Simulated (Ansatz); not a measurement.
`N=C(Cl)BN` + H₂ → `N=CBN` + HCl  (hydrogenolysis of a C–Cl bond)

Isolated molecules relaxed with PBE0-D4/def2-TZVP in Ansatz; ΔE leaves out vibrations. CCSD(T)/CBS is the MP2 limit (def2-TZVPP, def2-QZVPP) plus CCSD(T) − MP2 in def2-TZVPP, frozen cores. This one scheme is used for every species. DFT in def2-TZVPP. One conformer a species, not always the lowest.

`N=C(Cl)BN`:

```xyz
9

N    -0.391    1.297    1.606
C    -0.478    0.543    0.613
Cl   -2.074    0.187   -0.148
B     0.766   -0.161   -0.062
N     0.589   -0.978   -1.156
H    -1.283    1.674    1.924
H     1.847    0.037    0.400
H    -0.321   -1.152   -1.555
H     1.347   -1.447   -1.621
```

H₂:

Cartesian coordinates in Å:
```
H 0.170 0.310 0.120
H -0.170 -0.310 -0.120
```

`N=CBN`:

Cartesian coordinates in Å:
```
N -1.920 0.534 0.599
C -0.847 0.429 -0.078
B 0.361 -0.424 0.456
N 1.514 -0.511 -0.312
H -2.607 1.119 0.119
H -0.746 0.936 -1.055
H 0.301 -0.992 1.505
H 2.323 -1.037 -0.032
H 1.620 -0.053 -1.202
```

HCl:

Cartesian coordinates in Å:
```
Cl 0.058 0.615 -0.164
H -0.058 -0.615 0.164
```

```
             level  ΔE (kJ/mol)  difference from CCSD(T)/CBS
         r2SCAN-D4        -11.4                         17.5
           PBE0-D4        -22.2                          6.7
          BHLYP-D4        -34.0                         -5.1
           ωB97M-V        -26.5                          2.4
         CAM-B3LYP        -34.4                         -5.5
           LC-ωPBE        -36.1                         -7.2
RPA@PBE/def2-TZVPP        -32.7                         -3.8
CCSD(T)/def2-TZVPP        -31.7                         -2.8
    MP2/def2-QZVPP        -21.8                          7.1
    CCSD/CBS(def2)        -37.9                         -9.0
       CCSD(T)/CBS        -28.9                            0
```

Largest T1 diagnostic among the species: 0.014.

At CCSD(T), def2-SVP lies −6.3 kJ/mol from the extrapolated value and def2-TZVPP −2.8 kJ/mol. From PBE to PBE0 (25 % exact exchange), in def2-TZVPP and without D4, ΔE moves by −12.1 kJ/mol.
